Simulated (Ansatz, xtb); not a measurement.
# C3H11FSSi2: 3 structures ranked

3 gas-phase structures of C3H11FSSi2, from a drawn sample of its isomers (lower ones may exist). Each was relaxed with GFN2-xTB; where two conformers were screened, the lower at r2SCAN-D4/def2-SVP is listed:

A. `CC(C)(F)[SiH2]S[SiH3]`, a singlet
B. `CS[Si@H](F)CC[SiH3]`, a singlet
C. `C[C@@H](CF)[SiH2]S[SiH3]`, a singlet

Estimate their order in r2SCAN-D4/def2-SVP energy at these geometries, lowest first.

Calculated order at r2SCAN-D4/def2-SVP: B (0.0), A (102.2), C (118.3) kJ/mol.

Energies above the lowest of each column, in kJ/mol; the last columns are at PBE0-D3(BJ)/def2-SVP geometries:

| structure | GFN2-xTB | HF/STO-3G | r2SCAN-D4/def2-SVP | PBE0-D3(BJ)/def2-SVP | CCSD(T)/def2-SVP + ΔMP2/def2-TZVPP |
| --- | --- | --- | --- | --- | --- |
| B | 0.0 | 0.0 | 0.0 | 0.0 | 0.0 |
| A | 32.9 | 42.1 | 102.2 | 98.6 | 129.6 |
| C | 39.4 | 41.8 | 118.3 | 101.6 | 133.0 |

Every level run on B puts it lowest or level with the lowest. Flexible structures stand in one conformer each, not always the lowest. The ΔMP2 step shifts differences by up to 25.5 kJ/mol, which makes them less sure. ΔMP2 is the change of the MP2 energy from the smaller to the larger basis.

Programs: Ansatz 0.2.0, xtb 6.7.1.
